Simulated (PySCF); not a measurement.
**[Ce(NH2)4]−: from a saddle point downhill**

PySCF 2.14.0, RKS PBE0, Ce lcecp-1-SVP with ECP47, N def2-SVP, H def2-SVP; non-relativistic Hamiltonian with scalar-relativistic core potentials where named; density fitting; no spin-orbit coupling. Relaxed within the symmetry of its start, the geometry (D2d) is

```xyz
13

Ce    0.0000    0.0000    0.0000
N     1.2142    1.4445    1.4445
H     1.6212    1.2072    2.3517
H     1.6212    2.3517    1.2072
N    -1.2142   -1.4445    1.4445
H    -1.6212   -1.2072    2.3517
H    -1.6212   -2.3517    1.2072
N     1.2142   -1.4445   -1.4445
H     1.6212   -2.3517   -1.2072
H     1.6212   -1.2072   -2.3517
N    -1.2142    1.4445   -1.4445
H    -1.6212    2.3517   -1.2072
H    -1.6212    1.2072   -2.3517
```

and its lowest harmonic modes are -164, -65, -65, 66, 84, 89 cm⁻¹ (negative: unstable). It was moved along the lowest mode and relaxed again, within the group S4 that the move left.

(1) Where does it end, and how much lower?

(2) How do the contacts change?

No frequency check is given for the end, and other unstable modes may remain.

An lcecp potential fixes the number of 4f electrons, so in runs with it no electron can move into or out of that shell.

State: singlet in the valence, with the 4f electrons in the core potential.

Results:

(1) In S4, 0.102 eV lower, after 24 steps:
```xyz
13

Ce   -0.0001    0.0000    0.0000
N     1.4165    1.2940    1.3918
H     1.3928    1.4756    2.3962
H     2.2780    1.7362    1.0623
N    -1.4167   -1.3918    1.2939
H    -2.2784   -1.0626    1.7360
H    -1.3921   -2.3964    1.4759
N     1.4165   -1.2940   -1.3918
H     2.2780   -1.7362   -1.0623
H     1.3928   -1.4756   -2.3962
N    -1.4167    1.3918   -1.2939
H    -1.3921    2.3964   -1.4759
H    -2.2784    1.0626   -1.7360
```

(2) 
```csv
contact,saddle (Å),end (Å)
Ce1–N2 (NH2),2.376,2.370
Ce1–N5 (NH2),2.376,2.370
Ce1–N8 (NH2),2.376,2.370
Ce1–N11 (NH2),2.376,2.370
```
